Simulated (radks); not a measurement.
Results of a calculation; reference values are marked as such.
Problem. Excited configurations of Al II: one electron is placed in a higher orbital outside [Ne] 3s1. The ground configuration is [Ne] 3s2. Code: a radial shooting solver on a logarithmic mesh with Libxc functionals. Model: non-relativistic Kohn-Sham, PBE, spin-polarised, spherical densities, point nucleus; open shells are filled with parallel spins first. Excitation = E - E(ground); binding = E(ion) - E, where the ion is the core of charge +2; n* = 2/sqrt(2 binding) in atomic units, and the quantum defect is n - n*.

outer orbital  excitation (eV)  binding (eV)     n*  quantum defect  eigenvalue (eV)  <r> (bohr)
3d                      11.294         7.466  2.700           0.300           -5.001       4.083
5s                      14.467         4.292  3.561           1.439           -3.432       10.07
5d                      16.029         2.731  4.464           0.536           -2.165       14.38
6f                      16.993         1.767  5.550           0.450           -1.399       21.77

Estimate the row for 4p.

Solution. excitation (eV) 12.562; binding (eV) 6.197; n* 2.963; quantum defect 1.037; eigenvalue (eV) -4.851; <r> (bohr) 6.480. The Delta-SCF ionisation energy is 18.760 eV (NIST Atomic Spectra Database: 18.829 eV, measured). Self-interaction in the functional shifts the binding energies and quantum defects, so they are the method's values and not measured ones.
